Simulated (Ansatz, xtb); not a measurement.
A geometry optimisation of FH6Si3+ with r2SCAN-D4/def2-SVP

The starting geometry of this gas-phase singlet has its atoms placed at random.

```xyz
10

F     1.2550   -1.4418    0.3333
Si    0.3720    0.5608    0.4334
Si   -0.8700   -1.3622   -1.1344
Si    2.0806    1.5728   -0.1592
H    -1.6009   -0.0755   -0.8116
H    -0.7041    0.8405   -0.0612
H     1.9541   -1.2018    0.7272
H    -0.5949   -0.1614   -2.4876
H     1.1672   -2.0542    0.8362
H     0.0942    0.3836   -0.9234
```

Task: Guess where an optimisation with r2SCAN-D4/def2-SVP ends from this start.

Result: It ends as a structure with F1 bridging Si3 and H9, given below by its coordinates. Distances that change by over a tenth: F1–Si3 (2.58 → 1.99 Å), F1–H9 (0.80 → 0.95 Å), Si2–Si4 (2.07 → 2.29 Å), Si2–H6 (1.22 → 1.49 Å), Si2–H10 (1.40 → 1.59 Å). Contacts that open: F1–H7 (0.84 → 2.92 Å). Contacts that close: Si2–Si3 (2.77 → 2.33 Å), Si3–H8 (1.83 → 1.48 Å), Si4–H7 (2.92 → 1.54 Å).

The energy falls by 13.99 eV over 39 steps:

```
step  E − E(last) (eV)
   1            13.992
   5             5.107
   9             3.010
  14             1.458
  18             0.802
  22             0.208
  26             0.014
  31             0.001
  35             0.000
  39             0.000
```

Final geometry (Å):

```json
{"atom": "F", "x (Å)": "0.6350", "y (Å)": "-2.1681", "z (Å)": "0.1011"}
{"atom": "Si", "x (Å)": "0.0391", "y (Å)": "1.0343", "z (Å)": "0.2742"}
{"atom": "Si", "x (Å)": "-0.6476", "y (Å)": "-0.9239", "z (Å)": "-0.7858"}
{"atom": "Si", "x (Å)": "2.2801", "y (Å)": "1.4666", "z (Å)": "0.4454"}
{"atom": "H", "x (Å)": "-1.8310", "y (Å)": "-1.7195", "z (Å)": "-0.3689"}
{"atom": "H", "x (Å)": "-1.1322", "y (Å)": "1.9168", "z (Å)": "0.5253"}
{"atom": "H", "x (Å)": "2.4230", "y (Å)": "0.1143", "z (Å)": "-0.2706"}
{"atom": "H", "x (Å)": "-0.1755", "y (Å)": "-1.2670", "z (Å)": "-2.1508"}
{"atom": "H", "x (Å)": "0.6772", "y (Å)": "-3.0867", "z (Å)": "-0.1226"}
{"atom": "H", "x (Å)": "0.8848", "y (Å)": "1.6940", "z (Å)": "-0.8947"}
```

From the same start GFN2-xTB ends elsewhere, in pieces: H5Si3 + FH.

From so rough a start the end depends on the optimiser's path, so another program may land elsewhere. The end wasn't checked by frequencies. Run with Ansatz 0.2.0, 100 s on 2 threads of AMD EPYC 7R43 64-Core Processor (Zen 3), on a shared host.
